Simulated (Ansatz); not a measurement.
Basis sets compared for the cluster Be4⁺ (the lowest doublet isomer of a short search). Total charge 1; doublet. Geometry PBE/def2-TZVP. Ansatz on 4 threads of Intel Xeon Platinum 8488C on a shared host; times are rough, and most runs start from earlier orbitals.

Cartesian coordinates in Å:
```
Be 1.403 -0.015 -0.575
Be -0.339 1.204 -0.858
Be 0.339 -1.203 0.859
Be -1.404 0.014 0.574
```

B3LYP takes the VWN-RPA correlation. The structure comes from a short search, and lower isomers may exist.

| level | functions | energy (Eh) | HOMO (eV) | LUMO (eV) | wall time |
| --- | --- | --- | --- | --- | --- |
| HF/STO-3G | 20 | -57.3656 | -11.44 | -3.33 | 0.1 s |
| HF/6-31G | 36 | -58.1149 | -12.09 | -4.70 | 0.15 s |
| PBE/def2-SVP | 36 | -58.3394 | -9.26 | -8.88 | 0.35 s |
| B3LYP/6-31G | 36 | -58.5380 | -9.84 | -7.99 | 0.3 s |
| PBE0/def2-SVP | 36 | -58.3605 | -10.13 | -8.01 | 0.3 s |

Q: Estimate the rows for PBE/def2-TZVP (with forces), B3LYP/def2-TZVP, PBE0/def2-TZVP.

A: 
```tsv
level	functions	energy (Eh)	HOMO (eV)	LUMO (eV)	wall time
PBE/def2-TZVP (with forces)	76	-58.3995	-9.20	-8.87	0.8 s
B3LYP/def2-TZVP	76	-58.5478	-9.89	-8.05	0.65 s
PBE0/def2-TZVP	76	-58.4216	-10.07	-7.98	1.9 s
```
